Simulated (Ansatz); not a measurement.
## FH3O2Si2: where a starting geometry ends

The starting geometry of this gas-phase singlet was optimised with GFN2-xTB; its bonds are those of `O[Si]O[SiH2]F`.

```xyz
8

F    -0.1368    1.5481    1.1009
O    -2.9317    2.0725   -0.4541
O    -0.8355    3.5652   -0.3889
Si   -2.3594    3.4675   -1.0219
Si    0.3531    2.9711    0.5022
H    -2.4588    1.4642    0.1192
H     0.5340    3.8288    1.6554
H     1.4656    2.6576   -0.3706
```

Q: Predict what becomes of its bonds when it is optimised with PBE0-D3(BJ)/def2-SVP.

A: It keeps its bonds, and is `O[Si]O[SiH2]F`.

The energy falls by 0.18 eV over 10 steps:

| step | E − E(last) (eV) |
| --- | --- |
| 1 | 0.185 |
| 2 | 0.057 |
| 3 | 0.021 |
| 4 | 0.014 |
| 5 | 0.005 |
| 6 | 0.001 |
| 7 | 0.001 |
| 8 | 0.000 |
| 9 | 0.000 |
| 10 | 0.000 |

Final geometry (Å):

```xyz
8

F    -0.3469    1.5464    1.0163
O    -2.8640    2.0040   -0.3898
O    -0.8575    3.6690   -0.4539
Si   -2.4345    3.4646   -1.0481
Si    0.2912    2.9589    0.4829
H    -2.2414    1.5202    0.1740
H     0.5888    3.7865    1.6760
H     1.4948    2.6255   -0.3152
```

Frequencies at the end are all real (lowest 67 cm⁻¹). Run with Ansatz 0.2.0, 16 s on 1 thread of Intel(R) Xeon(R) 6975P-C (Granite Rapids) (shared host).
